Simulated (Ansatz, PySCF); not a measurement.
C₄H₇FSi, SMILES C[Si@@H]1[C@@H](C=C1)F.

Geometry: TPSSh-D3(BJ)/def2-SVP. The structure was generated by enumeration; whether it is a known compound was not checked.

Vertical ionisation energy (IE) and electron affinity (EA) in eV. Rows of orbital energies are one-electron estimates. Where ΔSCF, EOM or ADC give a negative EA the extra electron is unbound and the value depends on the basis.

| level | IE | EA |
|---|---|---|
| −ε(HOMO), −ε(LUMO), ωB97X/def2-TZVP (PySCF) | 10.07 | -1.65 |
| −ε(HOMO), −ε(LUMO), PBE/def2-TZVP (PySCF) | 6.39 | 1.60 |
| ΔSCF, PBE0/def2-SVPD (Ansatz), final states of multiplicity 2 and 2 | [?] | [?] |
| ΔSCF, PBE/def2-SVPD (Ansatz), final states of multiplicity 2 and 2 | 9.47 | -1.04 |

Q: Complete the blanks. (An estimate is asked for; the answer gives what the named calculation found.)

A: 
- ΔSCF, PBE0/def2-SVPD (Ansatz, an electronic-structure program), final states of multiplicity 2 and 2, IE: 9.80
- ΔSCF, PBE0/def2-SVPD (Ansatz), final states of multiplicity 2 and 2, EA: -1.16

Q: What vertical singlet–triplet gap does ΔSCF give with PBE0/def2-SVPD (Ansatz) and with PBE/def2-SVPD (Ansatz)? (Estimate from the structure and the level; the computed values follow.)

A: 4.18 and 4.28 eV (triplet above singlet where positive).
